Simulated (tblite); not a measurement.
Compound: C3H11NSi2.
Structure used (GFN2-xTB), in Å, numbered top down from 1:
```
atom  x, y, z in Å
C1     2.3456    0.1138   -0.5402
Si2    0.8599   -0.0746    0.6296
C3    -0.3260    1.4214    0.4481
N4    -1.6642    0.9048    0.2377
Si5   -1.9276   -0.6631   -0.3975
C6    -0.3009   -1.4946    0.1338
H7     2.9160    1.0093   -0.3133
H8     2.0312    0.1752   -1.5782
H9     3.0165   -0.7340   -0.4479
H10    1.3231   -0.1805    2.0254
H11   -0.3246    2.0507    1.3433
H12   -0.0200    2.0681   -0.3851
H13   -2.3637    1.6248    0.1470
H14   -2.0761   -0.7458   -1.8640
H15   -3.1333   -1.1933    0.2441
H16   -0.4736   -2.1640    0.9722
H17    0.1109   -2.1063   -0.6647
```

Method: GFN2-xTB as coded in tblite; computed harmonic values from a numerical Hessian at the method's own geometry, unscaled. Errors from tens to a few hundred cm⁻¹ against measured bands are possible. Modes of hydrogen on silicon can be 10 to 20 % off. One conformer, not necessarily the lowest.

Harmonic wavenumbers (cm⁻¹): 30.7, 105.8, 128.2, 165.9, 201.7, 313.0, 412.3, 483.5, 488.0, 549.8, 597.4, 624.5, 647.9, 668.6, 695.4, 738.3, 749.1, 779.7, 803.3, 815.7, 824.6, 834.5, 856.7, 988.8, 1110.3, 1146.0, 1173.1, 1196.5, 1362.3, 1369.0, 1469.8, 1485.8, 1491.8, 1498.7, 2134.4, 2166.4, 2238.3, 2856.8, 2926.8, 3008.0, 3019.4, 3034.7, 3042.0, 3050.7, 3448.1.

A = 3846, B = 1679, C = 1365 MHz; mass 117.043 u (most abundant isotopes); point group C1, symmetry number 1.

Task: What is the zero-point energy?

Result: ½Σν̃ = 28866 cm⁻¹ = 82.53 kcal/mol.

Task: What is S at 298.15 K and 1 bar for an ideal gas of classical rigid rotors and harmonic oscillators?

Result: Translation 40.21, rotation 27.99, vibration 24.86: S = 93.1 cal/(mol K).

Task: And Cp and H(298.15 K) − H(0)?

Result: Cp = 36.12 cal/(mol K), of which vibrations give 28.17 (their classical limit is 45 R = 89.4); H(298.15 K) − H(0) = 6.32 kcal/mol without the zero-point energy, 3.95 from vibrations.

Task: How do the functions run with temperature in this model?

Result: 
```csv
T (K),S (cal/(mol K)),Cp (cal/(mol K)),H − H(0) (kcal/mol),G − H(0) (kcal/mol),ln q(vib)
100,66.8,16.3,1.21,-5.48,1.62
200,80.8,25.7,3.28,-12.89,3.71
300,93.3,36.3,6.39,-21.60,5.89
500,116.0,52.7,15.41,-42.58,10.47
800,144.3,67.6,33.66,-81.78,17.17
1000,160.1,74.1,47.86,-112.25,21.33
```

q(vib) and H(0) count from the zero-point level.

Task: What must be added to the electronic energy to get the Gibbs energy at 298.15 K and 1 bar?

Result: ZPE + [H(298.15 K) − H(0)] − T·S = 82.53 + 6.32 − 27.75 = 61.10 kcal/mol.

Task: Blend soft modes into free rotors: weight 1/[1 + (100 cm⁻¹/ν̃)⁴] for the oscillator and the rest for a rotor with moment μB/(μ + B), μ = h/(8π²ν), B = 10⁻⁴⁴ kg m². What vibrational entropy results?

Result: 22.78 cal/(mol K) in place of 24.86, which changes −T·S at 298.15 K by +0.62 kcal/mol.

Task: Which modes carry the vibrational entropy at 298.15 K?

Result: 30.7 cm⁻¹: 5.78; 105.8 cm⁻¹: 3.34; 128.2 cm⁻¹: 2.97; 165.9 cm⁻¹: 2.48; 201.7 cm⁻¹: 2.12; 313.0 cm⁻¹: 1.35 cal/(mol K); the other 39 give 6.81 together.

Hindered rotation and anharmonicity are outside this model. Other conformers, if any are populated, would add a mixing term that is left out. The structure is chiral; the term R ln 2 for an equal mix with its mirror image is left out.
